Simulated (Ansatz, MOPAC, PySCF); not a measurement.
Complex: H2O (SMILES O) (first 3 atoms) with GeH4 (SMILES [GeH4]); geometry from B3LYP-D3(BJ)/def2-TZVP, rigid monomers moved along the line of their centres of mass till O1···Ge4 is 3.77 Å.
(charge 0, multiplicity 1):
```xyz
8

O      0.26205    -0.12402     0.40074
H     -0.65296     0.03343     0.14499
H      0.70211     0.72734     0.30544
Ge    -0.22722    -0.04567     4.13399
H     -0.45714     0.03815     5.65555
H     -0.65693     1.29235     3.51076
H     -1.08031    -1.18521     3.56409
H      1.26090    -0.29592     3.86561
```

Counterpoise-corrected where a basis set is named; no monomer relaxation. Rows marked so take none.

Cores are frozen in the correlated methods. Filled d and f shells under p-block atoms count as core. CBS(a, b) extrapolates the correlation energy as X⁻³ and adds the Hartree–Fock energy of set b. Rows in 6-31G*, STO-3G carry no dispersion term and start afresh at each structure (6-31G* with six Cartesian d functions); the Pople sets are all-electron and without relativity. MP2/6-31G* freezes PySCF's default core, which leaves 3d correlated. The state that AM1, PM6, PM7 reach isn't checked; PM7 holds dispersion and hydrogen-bond terms.

Codes used: Ansatz (Gaussian basis) for Hartree–Fock, density functionals and correlated methods; MOPAC for AM1, PM6, PM7 (differences of heats of formation); PySCF for 6-31G* rows, STO-3G rows, the dispersion terms. 

Other levels give for the interaction energy: PBE/def2-TZVPPD -3.0; B3LYP/def2-TZVPPD -1.2; B3LYP-D3(BJ)/def2-TZVPPD -4.3; wB97M-V/def2-TZVPPD -4.6; CCSD(T)/CBS(aug-cc-pVDZ, aug-cc-pVTZ) -4.6 kJ/mol.

Problem. What do these common cheap choices give for the same quantity: AM1, PM6, PM7, HF/STO-3G (no counterpoise), BP86/6-31G* (no counterpoise), B3LYP/6-31G*, M06-2X/6-31G* (no counterpoise), MP2/6-31G* (no counterpoise)?

Solution. AM1 1.0; PM6 -0.8; PM7 -1.8; HF/STO-3G (no counterpoise) -1.4; BP86/6-31G* (no counterpoise) -8.9; B3LYP/6-31G* -0.9; M06-2X/6-31G* (no counterpoise) -11.6; MP2/6-31G* (no counterpoise) -10.5 kJ/mol. They span -11.6 to 1.0 kJ/mol.

Ansatz is an electronic-structure program.
